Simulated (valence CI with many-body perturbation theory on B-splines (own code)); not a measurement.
**E1 transitions of Ag⁴²⁺**

Method: valence CI with perturbative core correlation (CI+MBPT): three valence electrons over a frozen Dirac-Fock core [He], radial functions for each j: 11 s, 11 p, 9 d, 7 f, 5 g, 2 h, 1 i, with the one-electron correlation potential Σ1 (screened to all orders), the two-electron term Σ2, the three-electron term Σ3, Breit, model QED; selected single and double excitations, second order for the rest (own B-spline code, finite nucleus).

No measured spectrum was set against this ion. As an estimate, large intervals hold to a few tenths of a per cent, small ones and those within an open d or f shell to about a per cent.

Lines 151 to 200 of 272 in falling wavelength, among levels below 324.05 Ry, chosen from the strongest by gf and those to the six lowest levels. Wavelengths and rates use the calculated energies. Electric multipoles are in the length gauge, E1 and E2 with the static RPA response of the core. Weak lines are less certain than strong ones. Lines between different terms over intervals too small for the method are left out, as are lines whose strength nearly cancels. The highest levels of a list are the least certain.

Levels are named by their leading jj configuration (3d3/2^4 stands for four electrons in 3d with j = 3/2), which in mixed levels can hold well under half, so a name can repeat and another be missing. Letters in brackets count levels of one name in rising energy.

| λ vac (Å) | Upper | Lower | A (s⁻¹) | log gf | Branch % |
| --- | --- | --- | --- | --- | --- |
| 3.293 | (2s^2 3d5/2) J=5/2 | (2s^2 2p3/2) J=3/2 | 2.42e+14 | 0.37 | 100.0 |
| 3.293 | (2s 2p1/2 3d3/2) J=1/2 | (2s 2p1/2 2p3/2) J=3/2 [a] | 7.36e+12 | -1.62 | 1.9 |
| 3.292 | (2s 2p1/2 3d3/2) J=3/2 [b] | (2s 2p1/2 2p3/2) J=3/2 [a] | 3.58e+13 | -0.63 | 11.8 |
| 3.292 | (2s^2 3p3/2) J=3/2 | (2s 2p1/2^2) J=1/2 | 2.67e+12 | -1.76 | 17.5 |
| 3.286 | (2s 2p3/2 3s) J=5/2 | (2s 2p1/2 2p3/2) J=5/2 | 3.15e+12 | -1.51 | 16.1 |
| 3.283 | (2s 2p1/2 3p1/2) J=1/2 [b] | (2s^2 2p3/2) J=3/2 | 8.55e+11 | -2.56 | 2.6 |
| 3.278 | (2s 2p3/2 3d3/2) J=5/2 [b] | (2s 2p3/2^2) J=5/2 | 1.30e+13 | -0.90 | 4.9 |
| 3.276 | (2s 2p1/2 3s) J=3/2 | (2s 2p1/2^2) J=1/2 | 1.08e+13 | -1.16 | 42.2 |
| 3.273 | (2s 2p1/2 3d5/2) J=3/2 | (2s 2p1/2 2p3/2) J=3/2 [a] | 3.38e+12 | -1.66 | 1.6 |
| 3.273 | (2s 2p1/2 3d5/2) J=5/2 [b] | (2s 2p1/2 2p3/2) J=3/2 [a] | 1.95e+13 | -0.73 | 9.1 |
| 3.273 | (2s 2p3/2 3s) J=3/2 [a] | (2s 2p1/2 2p3/2) J=5/2 | 3.92e+12 | -1.60 | 9.5 |
| 3.271 | (2s 2p3/2 3s) J=1/2 | (2s 2p1/2 2p3/2) J=3/2 [b] | 1.29e+13 | -1.38 | 25.2 |
| 3.269 | (2s 2p3/2 3s) J=3/2 [b] | (2s 2p1/2 2p3/2) J=3/2 [b] | 3.29e+12 | -1.68 | 12.9 |
| 3.269 | (2s 2p1/2 3s) J=1/2 [b] | (2s 2p1/2^2) J=1/2 | 9.03e+11 | -2.54 | 3.6 |
| 3.266 | (2s 2p3/2 3d5/2) J=7/2 [b] | (2s 2p3/2^2) J=5/2 | 9.11e+13 | 0.07 | 94.4 |
| 3.261 | (2s^2 3s) J=1/2 | (2s^2 2p1/2) J=1/2 | 1.04e+13 | -1.48 | 28.6 |
| 3.250 | (2s 2p3/2 3s) J=3/2 [a] | (2s 2p1/2 2p3/2) J=3/2 [a] | 1.60e+12 | -1.99 | 3.9 |
| 3.245 | (2s 2p1/2 3p3/2) J=5/2 | (2s^2 2p3/2) J=3/2 | 3.48e+12 | -1.48 | 89.0 |
| 3.243 | (2s 2p1/2 3p3/2) J=3/2 [b] | (2s^2 2p3/2) J=3/2 | 4.92e+11 | -2.51 | 0.7 |
| 3.207 | (2p1/2 2p3/2 3d3/2) J=3/2 [a] | (2p1/2^2 2p3/2) J=3/2 | 3.84e+13 | -0.63 | 57.8 |
| 3.206 | (2p1/2 2p3/2 3d3/2) J=5/2 [a] | (2p1/2^2 2p3/2) J=3/2 | 1.69e+13 | -0.81 | 68.5 |
| 3.203 | (2s 2p3/2 3d3/2) J=5/2 [a] | (2s 2p1/2 2p3/2) J=3/2 [b] | 3.81e+11 | -2.45 | 0.1 |
| 3.200 | (2s 2p3/2 3d3/2) J=1/2 [a] | (2s 2p1/2 2p3/2) J=3/2 [b] | 2.63e+12 | -2.09 | 1.0 |
| 3.190 | (2p1/2 2p3/2 3d3/2) J=5/2 [b] | (2p1/2^2 2p3/2) J=3/2 | 1.77e+14 | 0.21 | 78.3 |
| 3.188 | (2p1/2 2p3/2 3d5/2) J=3/2 | (2p1/2^2 2p3/2) J=3/2 | 7.45e+13 | -0.34 | 50.0 |
| 3.186 | (2s 2p3/2 3d5/2) J=5/2 [a] | (2s 2p1/2 2p3/2) J=3/2 [b] | 7.18e+11 | -2.18 | 0.4 |
| 3.185 | (2s 2p3/2 3d5/2) J=3/2 [a] | (2s 2p1/2 2p3/2) J=1/2 | 3.30e+13 | -0.70 | 19.0 |
| 3.184 | (2s 2p1/2 3d3/2) J=3/2 [a] | (2s 2p1/2^2) J=1/2 | 2.18e+13 | -0.88 | 39.4 |
| 3.182 | (2s 2p3/2 3d5/2) J=3/2 [a] | (2s 2p1/2 2p3/2) J=3/2 [b] | 1.82e+13 | -0.96 | 10.5 |
| 3.181 | (2p1/2 2p3/2 3d5/2) J=5/2 | (2p1/2^2 2p3/2) J=3/2 | 7.78e+13 | -0.15 | 31.4 |
| 3.181 | (2p1/2 2p3/2 3d3/2) J=3/2 [b] | (2p1/2^2 2p3/2) J=3/2 | 1.68e+14 | 0.01 | 54.3 |
| 3.180 | (2p1/2 2p3/2 3d3/2) J=1/2 [b] | (2p1/2^2 2p3/2) J=3/2 | 2.76e+14 | -0.08 | 89.9 |
| 3.168 | (2s 2p3/2 3d3/2) J=5/2 [a] | (2s 2p1/2 2p3/2) J=5/2 | 1.45e+14 | 0.12 | 54.6 |
| 3.166 | (2s 2p3/2 3d3/2) J=3/2 [a] | (2s 2p1/2 2p3/2) J=5/2 | 6.52e+13 | -0.41 | 21.6 |
| 3.166 | (2s 2p3/2 3d3/2) J=7/2 | (2s 2p1/2 2p3/2) J=5/2 | 2.06e+14 | 0.39 | 94.0 |
| 3.164 | (2p1/2 2p3/2 3p1/2) J=1/2 | (2s 2p1/2 2p3/2) J=3/2 [b] | 6.03e+12 | -1.74 | 11.4 |
| 3.163 | (2p1/2 2p3/2 3p1/2) J=3/2 [a] | (2s 2p1/2 2p3/2) J=1/2 | 5.04e+13 | -0.52 | 54.2 |
| 3.162 | (2s 2p1/2 3d3/2) J=1/2 | (2s 2p1/2^2) J=1/2 | 3.67e+14 | 0.04 | 93.9 |
| 3.161 | (2p1/2 2p3/2 3p1/2) J=3/2 [a] | (2s 2p1/2 2p3/2) J=3/2 [b] | 4.36e+12 | -1.58 | 4.7 |
| 3.161 | (2s 2p1/2 3d3/2) J=3/2 [b] | (2s 2p1/2^2) J=1/2 | 2.45e+14 | 0.17 | 80.9 |
| 3.159 | (2s 2p3/2 3d3/2) J=5/2 [b] | (2s 2p1/2 2p3/2) J=3/2 [b] | 2.39e+14 | 0.33 | 89.2 |
| 3.154 | (2s 2p3/2 3d3/2) J=3/2 [b] | (2s 2p1/2 2p3/2) J=1/2 | 6.60e+13 | -0.41 | 26.0 |
| 3.152 | (2s 2p1/2 3p1/2) J=1/2 [a] | (2s^2 2p1/2) J=1/2 | 2.51e+13 | -1.13 | 97.8 |
| 3.152 | (2s 2p3/2 3d3/2) J=3/2 [b] | (2s 2p1/2 2p3/2) J=3/2 [b] | 7.23e+13 | -0.37 | 28.5 |
| 3.151 | (2s 2p3/2 3d5/2) J=5/2 [a] | (2s 2p1/2 2p3/2) J=5/2 | 2.84e+12 | -1.60 | 1.4 |
| 3.151 | (2s 2p3/2 3d3/2) J=1/2 [b] | (2s 2p1/2 2p3/2) J=1/2 | 1.62e+14 | -0.32 | 71.7 |
| 3.148 | (2s 2p3/2 3d3/2) J=1/2 [b] | (2s 2p1/2 2p3/2) J=3/2 [b] | 2.46e+13 | -1.14 | 10.9 |
| 3.148 | (2p1/2 2p3/2 3p1/2) J=5/2 | (2s 2p1/2 2p3/2) J=3/2 [b] | 2.79e+13 | -0.60 | 59.6 |
| 3.146 | (2s 2p3/2 3d3/2) J=5/2 [a] | (2s 2p1/2 2p3/2) J=3/2 [a] | 1.05e+14 | -0.03 | 39.7 |
| 3.146 | (2s^2 3d3/2) J=3/2 | (2s^2 2p1/2) J=1/2 | 2.64e+14 | 0.20 | 90.6 |

Question: How does gf follow from A for the line at 3.186 Å?

Answer: gf = 1.4992 × (2J+1)_upper × A / σ², with σ = 31388345 cm⁻¹ and 2J+1 = 6: gf = 0.00655.
